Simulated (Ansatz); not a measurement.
Reaction (cleavage of the B–Al bond): `[BH2][AlH][S]C` + `OBF` → `BOBF` + `C[S][AlH2]`

Calculated with Ansatz (gas phase, PBE0-D4/def2-TZVP geometries, no zero-point term in ΔE). CCSD(T)/CBS is the MP2 limit (def2-TZVPP, def2-QZVPP) plus CCSD(T) − MP2 in def2-TZVPP, frozen cores. This one scheme is used for every species. One conformer a species, not always the lowest.

```
         species  CCSD(T)/CBS(def2) energy (Eh)
`[BH2][AlH][S]C`                     -706.23154
           `OBF`                     -201.07426
          `BOBF`                     -226.48924
    `C[S][AlH2]`                     -680.87163
```

(1) Work out ΔE.

Largest T1 diagnostic among the species: 0.013.

## Answers

(1) ΔE = (-226.48924) + (-680.87163) − (-706.23154) − (-201.07426) = -0.05507 Eh = -144.6 kJ/mol.

At CCSD(T), def2-SVP lies −11.3 kJ/mol from the extrapolated value and def2-TZVPP +0.4 kJ/mol. From PBE to PBE0 (25 % exact exchange), in def2-TZVPP and without D4, ΔE moves by −3.7 kJ/mol. Leaving LDA and LC-ωPBE aside and taking each functional with its dispersion term where it has one, the values, not all of them listed here, spread over 24.1 kJ/mol, from B97M-V to revPBE-D4. LDA lies −10.0 kJ/mol from PBE without D4.
